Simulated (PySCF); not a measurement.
C4H9NSi2.
Atom-mapped SMILES: `[N:1]#[C:2][CH2:3][SiH:4]1[CH2:5][SiH2:6][CH2:7]1` (hydrogens: H8, H9 on C3; H10 on Si4; H11, H12 on C5; H13, H14 on Si6; H15, H16 on C7)

Computed with PySCF at PBE0/pcSseg-1 and B3LYP/def2-SVPD, non-relativistic, on one gas-phase PBE0-D3(BJ)/def2-SVP geometry that isn't relaxed in the solvent. The solvent is an IEF-PCM continuum (van der Waals radii × 1.2). Specific hydrogen bonds and non-electrostatic terms are outside this model.

Gas phase at PBE0/pcSseg-1: HOMO -8.14 eV, LUMO -0.05 eV, dipole 4.30 D.

Task: What does the continuum do to the energy, the frontier levels and the dipole at PBE0/pcSseg-1 in chloroform and acetone?

Result: 
| solvent | ε | E(solvent) − E(gas) (kJ/mol) | polarisation term (kJ/mol) | distortion of the solute (kJ/mol) | HOMO (eV) | LUMO (eV) | dipole (D) |
| --- | --- | --- | --- | --- | --- | --- | --- |
| chloroform | 4.711 | -21.45 | -25.08 | 3.63 | -7.88 | 0.16 | 5.21 |
| acetone | 20.49 | -28.63 | -35.21 | 6.58 | -7.82 | 0.21 | 5.52 |

Polarisation term: ½ Σ q·V over the induced surface charges. Distortion: the rise of the solute's own energy as its density leaves the gas-phase optimum. From chloroform to acetone the lowering changes by a factor 1.33, Onsager's factor (ε − 1)/(2ε + 1) by 1.30 and ε itself by 4.3.

Task: Which radius a makes the point-dipole formula ΔE = −[(ε − 1)/(2ε + 1)]·μ²/a³ give the value in acetone, with the gas-phase dipole?

Result: μ = 1.694 au and |ΔE| = 0.01090 Eh give a = 2.63 Å; the farthest nucleus lies 3.77 Å from the centroid of the nuclei, so such a sphere wouldn't even hold the nuclei. The formula assumes a rigid point dipole at the centre of a sphere.

Task: Which Mulliken charges (PBE0/pcSseg-1) respond most in acetone (means over atoms taken as equivalent)?

Result: 
```json
{"atoms": "N1", "environment": "nitrile nitrogen", "gas (e)": "-0.255", "solvent (e)": "-0.345", "change": "-0.090"}
{"atoms": "C2", "environment": "nitrile carbon", "gas (e)": "+0.043", "solvent (e)": "+0.072", "change": "+0.029"}
{"atoms": "H8/H9", "environment": "methylene hydrogen", "gas (e)": "+0.197", "solvent (e)": "+0.221", "change": "+0.024"}
{"atoms": "Si6", "environment": "SiH2 silicon", "gas (e)": "+0.588", "solvent (e)": "+0.606", "change": "+0.018"}
{"atoms": "H13", "environment": "Si–H hydrogen", "gas (e)": "-0.065", "solvent (e)": "-0.077", "change": "-0.012"}
{"atoms": "H12/H16", "environment": "methylene hydrogen", "gas (e)": "+0.176", "solvent (e)": "+0.187", "change": "+0.011"}
```

Task: Which Mayer bond orders change most in acetone?

Result: 
```tsv
bond	length (Å)	gas	solvent	change
C2–C3	1.447	1.034	1.049	+0.015
C3–H9	1.102	0.919	0.906	-0.013
C3–Si4	1.909	0.836	0.824	-0.012
C3–H8	1.103	0.908	0.896	-0.012
Si6–C7	1.909	0.902	0.910	+0.008
C7–Si4	1.897	0.919	0.927	+0.008
N1–C2	1.159	3.031	3.035	+0.004
Si6–H13	1.495	0.947	0.943	-0.004
```

Task: How do the nuclear quadrupole coupling constants eQVzz/h respond in acetone?

Result: 
```
  nucleus  Q (barn)  gas (MHz)  solvent (MHz)  η gas  η solvent
14N at N1   0.02044      -4.37          -3.94   0.11       0.12
```

Gas phase at B3LYP/def2-SVPD: HOMO -7.89 eV, LUMO -0.39 eV, dipole 4.31 D.

Task: What does the continuum do to the energy, the frontier levels and the dipole at B3LYP/def2-SVPD in acetone?

Result: 
```json
{"solvent": "acetone", "ε": "20.49", "E(solvent) − E(gas) (kJ/mol)": "-29.68", "polarisation term (kJ/mol)": "-37.01", "distortion of the solute (kJ/mol)": "7.33", "HOMO (eV)": "-7.56", "LUMO (eV)": "-0.11", "dipole (D)": "5.61"}
```

Task: How does the static polarisability (B3LYP/def2-SVPD, frozen core, with the continuum's full static response) change?

Result: 
| medium | isotropic (au) | principal values (au) | ⟨r²⟩ of the electrons (bohr²) |
| --- | --- | --- | --- |
| gas | 101.6 | 86.9, 95.1, 123.0 | 1287.5 |
| acetone | 138.9 | 120.5, 132.5, 163.7 | 1290.5 |

The isotropic value in acetone is 1.37 times the gas-phase one; no cavity-field correction is applied. ⟨r²⟩ is taken about the centre of nuclear charge.

Conformer computed: `[N:1]#[C:2][CH2:3][SiH:4]1[CH2:5][SiH2:6][CH2:7]1`: C2–C3–Si4–C5 64°.
